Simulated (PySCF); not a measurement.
Species: F3Si(SH), F3HSSi.
Cartesian coordinates in Å at the GFN2-xTB level; atoms count from 1:
```
atom  x, y, z in Å
F1    -1.038    0.587    1.229
Si2   -0.450   -0.014   -0.112
F3    -0.483    1.207   -1.119
F4    -1.520   -1.045   -0.635
S5     1.436   -0.914    0.093
H6     2.058    0.180    0.523
```

Computed, not measured: TDDFT CAM-B3LYP/def2-SVPD, vertical, gas phase, core orbitals frozen in the response in PySCF.

Computed states:

```
state  E (eV)       f
   S1    6.61  0.0054
   S2    6.97   0.048
   S3    8.06  0.0016
   S4    8.68   0.026
   S5    8.82  0.0035
   S6    8.85   0.065
   S7    9.12  0.0072
   S8    9.36   0.028
```

Broadening: Gaussians 0.3 eV wide at half height, area fixed by f = 4.319×10⁻⁹ ∫ε dν̃. The cross-section is σ = 3.8235×10⁻²¹ ε cm², given in Mb (10⁻¹⁸ cm²). The width is an assumption, not a result. The curve ends short of the highest state used, and states not computed would add to its high-energy end.

**Question.** What does the envelope look like, and where are its maxima?

**Answer.** 
(E (eV), σ (Mb)): (6.16, 0.00), (6.25, 0.04), (6.34, 0.21), (6.42, 0.64), (6.51, 1.43), (6.60, 2.10), (6.69, 2.96), (6.78, 6.13), (6.87, 12.28), (6.96, 16.41), (7.05, 13.50), (7.14, 6.75), (7.23, 2.05), (7.32, 0.38), (7.41, 0.04), (7.50, 0.00), (7.59, 0.00), (7.68, 0.01), (7.77, 0.04), (7.86, 0.16), (7.95, 0.38), (8.04, 0.55), (8.13, 0.48), (8.22, 0.27), (8.31, 0.22), (8.40, 0.88), (8.49, 3.43), (8.58, 9.17), (8.67, 17.74), (8.76, 25.81)

Maxima: 178 nm (6.97 eV), ε about 4300, made up of S2 (100%); 154 nm (8.06 eV), ε about 140, made up of S3 (100%) (ε in L mol⁻¹ cm⁻¹; maxima over ε = 5, shares over 10%). At its high-energy end, 8.76 eV, the curve is still rising (ε about 6800, from S4 and S6).

**Question.** What would ε be at 6.97 eV, the highest of these maxima, with half the width (0.15 eV)?

**Answer.** About 8590 L mol⁻¹ cm⁻¹ against 4300, a factor of about 2.00; a lone state at its own centre would give exactly 2.

**Question.** On this curve, what absorbance would a 10⁻⁴ mol/L sample give at 193 nm over a 1 cm path?

**Answer.** 193 nm is 6.424 eV, where ε is about 180 L mol⁻¹ cm⁻¹, so A = ε c l ≈ 0.018 (Beer–Lambert, with the gas-phase spectrum and the assumed width).

**Question.** Coming from long wavelengths, where does ε first pass 100 L mol⁻¹ cm⁻¹?

**Answer.** At about 194 nm (6.38 eV), 0.23 eV below S1.
